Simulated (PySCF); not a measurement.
C₂H₁₄OSi₄.
Z-matrix (Å and degrees, PBE0-D3(BJ)/def2-SVP geometry), rows numbered from 1:
```
C 
O   1  1.3975
C   2  1.4055  1  114.16
Si  3  1.9086  2  104.69  1  -178.44
Si  4  2.3429  3  105.87  2   -51.82
Si  4  2.3422  3  106.56  2    63.25
Si  6  2.3468  4  107.75  3   -37.01
H   1  1.1071  2  111.60  3    60.41
H   1  1.1068  2  111.49  3   -60.86
H   1  1.0989  2  107.79  3   179.71
H   3  1.1094  2  111.41  1    61.70
H   3  1.1097  2  111.46  1   -57.53
H   4  1.4979  3  110.32  2  -173.20
H   5  1.4968  4  110.47  3   -43.99
H   5  1.4969  4  110.54  3  -164.08
H   5  1.4942  4  110.02  3    76.35
H   6  1.4984  4  110.37  3  -157.17
H   6  1.4993  4  111.50  3    82.91
H   7  1.4988  6  109.11  4  -174.63
H   7  1.4924  6  111.42  4   -55.19
H   7  1.4948  6  110.19  4    67.48
```

All values: PBE0/pcSseg-1 (PySCF, non-relativistic), on one gas-phase PBE0-D3(BJ)/def2-SVP geometry that isn't relaxed in the solvent. The solvent is an IEF-PCM continuum (Bondi radii, 1.10 Å for H, scaled by 1.2). Only the electrostatic response of the medium enters.

```csv
run,E − E(gas) (kcal/mol),HOMO (eV),HOMO–LUMO gap (eV),dipole (D)
gas,0.00,-7.58,7.31,2.12
P,-1.26,-7.46,7.29,2.57
Q,-1.80,-7.44,7.28,2.78
```

The runs were made in chloroform and methanol. Which run belongs to which solvent?

P = chloroform, Q = methanol. The dielectric constants are 4.711 (chloroform), 32.61 (methanol), and the energy falls further as ε rises. In this model the ground state sees the solvent through ε alone.

How constant is the ratio of the lowering to (ε − 1)/(2ε + 1)?

| solvent | (ε − 1)/(2ε + 1) | E − E(gas) (kcal/mol) | ratio (kcal/mol) | polarisation term (kcal/mol) |
| --- | --- | --- | --- | --- |
| chloroform | 0.356 | -1.26 | -3.5 | -1.40 |
| methanol | 0.477 | -1.80 | -3.8 | -2.11 |

The ratio changes by +6.4 % in size from chloroform to methanol. The polarisation term is half the interaction of the solute with the induced surface charges.

The run took 73 s of wall time on one thread of an Arm Neoverse N1, on a shared host, and the process peaked at 1.3 GiB of memory. This is the whole shielding run at PBE0/pcSseg-1 in methanol, SCF included.
